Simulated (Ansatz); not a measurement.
Abridged output of a molecular run in Ansatz:

```
Functional definition: HF
2750 factors; integrals over basis functions are off by at most 1.1e-3 eV
mean field evaluation 1: about -9395.3851 eV, gradient 5.0e1 eV
mean field evaluation 2: about -9395.7775 eV, gradient 5.0e1 eV
mean field evaluation 4: about -9402.3193 eV, gradient 5.6e0 eV
mean field evaluation 8: about -9402.4166 eV, gradient 3.1e-1 eV
mean field -9402.41705948 eV, -345.5324537488 hartree, gradient 2.2e-6 eV, S^2 0.000000; 0 other end points of the search recorded, 0 dependent functions left out
8 core orbitals not correlated: weight in the atoms' cores, before any rotation towards them, 1.000 or more for the frozen orbitals, at most 0.000 for the correlated occupied ones
reference -9402.41705948 eV, -345.5324537488 hartree; 25, 25 occupied and 439, 439 virtual orbitals, 2750 factors
second order -40.24422171 eV of doubles, -0.00000000 eV of singles
cycle   1  -41.31766845 eV  change    -1.1e0 eV  update   1.2e-1
cycle   2  -42.25602730 eV  change   -9.4e-1 eV  update   3.3e-2
cycle   3  -42.41072811 eV  change   -1.5e-1 eV  update   1.4e-2
cycle   4  -42.40446934 eV  change    6.3e-3 eV  update   3.2e-3
cycle   5  -42.40481811 eV  change   -3.5e-4 eV  update   1.3e-3
cycle   6  -42.40538598 eV  change   -5.7e-4 eV  update   3.7e-4
cycle   7  -42.40522355 eV  change    1.6e-4 eV  update   1.6e-4
cycle   8  -42.40517537 eV  change    4.8e-5 eV  update   5.8e-5
perturbative correction -1.67432000 eV, -0.0615301251 hartree
Total energy: -9446.49655485 eV, -347.1523453255 hartree
```

Its atoms:

Cartesian coordinates in Å:
```
C -1.8560 0.8777 3.2744
C -1.1217 0.1904 2.1421
N -1.8756 0.2885 0.9096
C -1.3383 -0.4311 -0.2231
C 0.0024 0.0531 -0.7642
N 0.3873 -0.7334 -1.9162
C 1.5926 -0.2966 -2.5930
C 2.8834 -0.3586 -1.7851
H -2.8522 0.4495 3.4014
H -1.3076 0.7785 4.2139
H -1.9730 1.9468 3.0724
H -0.1010 0.6018 2.0718
H -1.0064 -0.8756 2.3710
H -2.0322 1.2604 0.6705
H -2.0661 -0.4002 -1.0392
H -1.2466 -1.4862 0.0660
H 0.7510 0.0503 0.0439
H -0.1016 1.0964 -1.0895
H 0.4738 -1.7084 -1.6529
H 1.7025 -0.9032 -3.4977
H 1.4242 0.7310 -2.9347
H 3.7357 -0.0438 -2.3932
H 2.8463 0.2912 -0.9079
H 3.0790 -1.3785 -1.4402
```

(1) Which basis set was used?
A. cc-pV(D+d)Z
B. def2-SVPD
C. def2-TZVPP
D. def2-QZVPP

(2) Write the keys of the input that set method, charge and spin (a neutral closed shell needs none for the last two).

Answers

(1) C. It gives 472 functions.

(2) 
```yaml
correlation: {method: ccsd_t}
```
